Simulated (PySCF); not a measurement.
Computed IR spectrum (relative IR intensity) of a molecule C4H7BO. The structure is a stationary point at PBE-D3(BJ)/def2-SVP. The values are those of a single conformer. These are PySCF with PBE-D3(BJ)/def2-SVP values and carry that method's errors. Frequencies are harmonic and unscaled.

```tsv
ν (cm⁻¹)	relative intensity
364	4.2
470	6.6
556	5.4
661	84
720	14
733	18
911	37
980	40
1041	4.0
1174	54
1205	9.5
1256	100
1366	26
1370	79
1425	6.8
1430	5.3
2101	28
2936	8.8
2968	19
3010	5.9
3050	15
3057	15
3392	27
3714	28
```

**Question.** Which structure fits?
A) C#CB(O)CC
B) O=CB1CCC1
C) CC#CB(C)O
D) CB1C=C(C)O1

**Answer.** A, C#CB(O)CC
